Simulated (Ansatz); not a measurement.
Program: Ansatz. Geometries: PBE0-D4/def2-TZVP. ΔE: electronic, gas phase. CCSD(T)/CBS adds triple-zeta CCSD(T) − MP2 to the extrapolated MP2 energy (def2 sets, frozen cores). This one scheme is used for every species. Functionals use def2-TZVPP. One conformer a species, not always the lowest.

Reaction (substitution at a C–Si bond): `[SiH3]CCCl` + H–F → `FCCCl` + SiH₄

CCSD(T)/CBS gives +19.4 kcal/mol.

(1) Another level gave +17.4 kcal/mol. Which?
A. MP2/def2-TZVPP
B. B2PLYP/def2-TZVPP
C. HF/def2-TZVPP
D. PBE-D4/def2-TZVPP

Largest T1 diagnostic among the species: 0.011.

Results:

(1) D. PBE-D4 17.4, B2PLYP 15.9, MP2/def2-TZVPP 20.8, HF/def2-TZVPP 11.1 kcal/mol.

In def2-TZVPP, CCSD(T) changes the Hartree–Fock value by +6.7 kcal/mol (the triples alone add +0.7 kcal/mol) and MP2 by +9.7 kcal/mol. From PBE to PBE0 (25 % exact exchange), in def2-TZVPP and without D4, ΔE moves by +0.8 kcal/mol. The D4 term adds +2.2 kcal/mol with B3LYP and +1.2 kcal/mol with PBE0; it sums over pairs of atoms, weighted by their polarisabilities, and B3LYP, whose exchange is more repulsive, gets the larger term.

CCSD(T)/CBS has its own doubt, a few kJ/mol and more with outer-core shells, so smaller differences from it don't rank the levels.

B3LYP here is the variant with VWN-RPA as its local correlation; programs differ in this.
